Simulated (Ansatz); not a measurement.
Relaxation of C$_{2}$H$_{2}$FSi (6 atoms, charge 0, multiplicity 2), to a largest force component of 0.015 eV/Å in at most 40 steps.

The calculation used UKS PBE0/cc-pVDZ in Ansatz.

```xyz
6
Properties=species:S:1:pos:R:3
C 0.161 -0.717 -1.603
C 0.198 -0.224 -0.506
Si 0.304 0.480 1.209
F -0.479 -0.411 2.206
H 0.029 -1.082 -2.616
H -0.171 1.889 1.264
```

Q: Where does it end, and by what steps?

A: It converged. After 8 steps the energy has fallen by 0.250 eV; C2 moved furthest, 0.09 Å.

```tsv
step	energy less start (eV)	largest force component (eV/Å)	accepted
0	0.0000	3.166	yes
1	-0.1719	1.723	yes
2	-0.2409	0.318	yes
3	-0.2459	0.109	yes
4	-0.2487	0.258	yes
5	-0.2501	0.033	yes
6	-0.2502	0.034	yes
7	-0.2503	0.029	yes
8	-0.2504	0.006	yes
```

```xyz
6
Properties=species:S:1:pos:R:3
C 0.122 -0.685 -1.624
C 0.113 -0.215 -0.497
Si 0.349 0.476 1.171
F -0.491 -0.426 2.269
H 0.105 -1.098 -2.616
H -0.156 1.884 1.250
```

The run took 36 s on 1 thread of Arm Neoverse V1, with other jobs on the host, peak memory 0.16 GiB.
